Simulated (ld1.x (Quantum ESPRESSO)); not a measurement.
## antimony (Sb): one change to a PAW potential, before and after

```
Element                 : Sb (Z = 51)
Generator               : ld1.x (Quantum ESPRESSO) 7.5
Type                    : PAW
Functional              : PBE
Relativity              : scalar-relativistic
Frozen core             : [Kr] 4d10
Valence charge          : 5
Reference configuration : 5s2 5p3
Partial waves           : 5s (bound): rcut 1.60, rcutus 1.85 bohr; 5s channel at 0.8 Ry: rcut 1.60, rcutus 1.85 bohr; 5p (bound): rcut 1.70, rcutus 2.30 bohr; 5p channel at 2.3 Ry: rcut 1.70, rcutus 2.30 bohr
Local potential         : all-electron potential smoothed inside 1.55 bohr (lloc = -1)
Core correction         : Bessel-smoothed model core inside 1.00 bohr
Augmentation charge     : PSQ, radius 1.80 bohr
```

Change: waves 5s (bound): rcut 1.60, rcutus 2.60 bohr; 5s channel at 0.8 Ry: rcut 1.60, rcutus 2.60 bohr.

Cutoffs: the cutoffs (Ry, on a coarse ladder) from which the occupation-weighted sum of valence levels, in a spherical-Bessel basis at the reference potential, stays within 10 and 1 mRy of its value at 400 Ry; they do not see the model core or the augmentation charge, which bear on the density cutoff. Errors are all-electron minus pseudo energies relative to the spin-unpolarised reference configuration.

Task: Predict the effect on cutoff, ghosts and configuration errors.

Result: The potential gets softer (10 Ry and 21 Ry → 6 Ry and 10 Ry); both files keep a bound ghost (d, s); the errors of the 7 common tests hardly move. A larger radius leaves more room for a smooth pseudo-wave, so fewer plane waves are needed.

```tsv
quantity	base	changed
cutoff, loose	10 Ry	6 Ry
cutoff, tight	21 Ry	10 Ry
loose cutoff by channel (10 mRy a level)	s 8 Ry, p 6 Ry	s 6 Ry, p 6 Ry
bound ghosts	s, d	s, d
error for 5s2 5p2, meV [ΔE 8.32 eV]	-7.8	-7.9
error for 5s2 5p1, meV [ΔE 24.28 eV]	-52	-53
error for 5s2 5p0, meV [ΔE 48.70 eV]	-193	-198
error for 5s1 5p3, meV [ΔE 17.05 eV]	-33	-33
error for 5s1 5p4, meV [ΔE 8.11 eV]	-12	-11
error for 5s0 5p5, meV [ΔE 16.43 eV]	-44	-44
error for 5s2 5p2.5, meV [ΔE 3.26 eV]	-1.7	-1.7
lowest overlap eigenvalue by channel	s 0.44, p 0.46	s 0.19, p 0.46
```

 A true bound ghost makes a file unfit for plane-wave use even where its test errors are small: the radial tests pick states by their node count and pass the ghost by.
